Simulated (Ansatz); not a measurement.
`F[B]1[SiH2][GeH2]1`, relaxed with RKS PBE-D4/def2-SVP in Ansatz 0.2.0 from a rough embedded geometry. The force threshold is 0.03 eV/Å; the program also tests the step.

The species carries charge 0 and has multiplicity 1.

Start:

```xyz
8

F    -0.987    1.912   -1.698
B    -0.473    0.843   -0.775
Si   -0.264   -1.114   -0.280
Ge    0.636    0.368    0.900
H     0.656   -1.794   -1.228
H    -1.536   -1.701    0.154
H     2.123    0.691    0.739
H    -0.155    0.795    2.188
```

(1) How much energy does the relaxation release, and in how many steps? (Best estimate.)

(2) Which bonds change most? (Estimate.)

(3) Give the relaxed structure. (Best estimate.)

## Answers

(1) The calculation gave: 36.30 kcal/mol, in 17 steps, 1 of them rejected.

(2) Ansatz gave: Si3–Ge4 from 2.097 to 2.563 Å; F1–B2 from 1.503 to 1.332 Å; B2–Si3 from 2.029 to 1.953 Å; Si3–H6 from 1.466 to 1.507 Å.

(3) Computed: 
```xyz
8

F    -1.350    1.752   -1.217
B    -0.443    0.838   -0.875
Si   -0.454   -1.089   -0.560
Ge    0.672    0.748    0.828
H     0.846   -1.786   -0.840
H    -1.602   -2.058   -0.446
H     2.089    0.143    0.964
H     0.243    1.452    2.145
```
